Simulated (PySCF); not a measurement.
# Two-component Hartree-Fock for Ag²³⁺ (silver, charge +23)

Start: [Ar] 3d6; 3d3/2 filled at m_j = -3/2, -1/2, +1/2, +3/2; 3d5/2 filled at m_j = +3/2, +5/2. Calculated with PySCF 2.14 in an uncontracted even-tempered set (17 s from 3 bohr⁻², ratio 2.8; 12 p from 3.8 bohr⁻², ratio 2.8; 8 d from 3.8 bohr⁻², ratio 2.8; 3 f from 15 bohr⁻², ratio 3): generalised Hartree-Fock with the X2C-1e Hamiltonian and a Gaussian nucleus; one run each with spin-orbit coupling (SO) switched off, then screened by Boettger's factors.

```csv
spinor shell,electrons,"ε, spin-free (eV)","ε, screened SO (eV)",weight of nominal j (screened SO),"rms radius, screened SO (bohr)"
1s1/2,2,-26505.0,-26502.8,1.000,0.0357
2s1/2,2,-4703.3,-4702.4,1.000,0.145
2p1/2,2,-4301.9,-4427.0,0.998,0.126
2p3/2,4,-4301.9,-4243.4,0.999,0.131
3s1/2,2,-1487.9,-1487.6,1.000,0.375
3p1/2,2,-1350.4,-1383.3,0.927,0.366
3d3/2,4,-1165.5,-1166.1,0.751,0.340
3d5/2,2,-1165.5,-1165.2,0.802,0.341
```

(1) Where does 3p3/2 lie, and what is the 3p spin-orbit splitting (screened SO)?

| quantity | spin-free | screened SO |
| --- | --- | --- |
| E (hartree) | -5021.29458 | -5022.45977 |
| M_J | 4 | 4 |
| ⟨J²⟩ | 20.001 | 20.027 |
| ⟨L²⟩ | 6.000 | 7.030 |
| ⟨S²⟩ | 6.000 | 5.380 |

Each row is a mean over spinors that exchange with the open shell spreads, by up to 31.017 eV (3p3/2).

Rows whose weight is well below 1 are mixtures of j = l ± 1/2: exchange outweighs spin-orbit coupling there, and the label is only the starting occupation.

Breit and QED terms are absent; they matter most for the inner s and p1/2 levels.

Densities and radii are taken from the X2C orbitals without a picture-change correction, which distorts them close to the nucleus.

Without spin-orbit coupling the j labels of p, d and f shells carry no meaning; the spin-free column gives the mean over the occupied spinors of each nl shell.

## Answers

(1) At -1334.7 eV, 48.548 eV above 3p1/2.
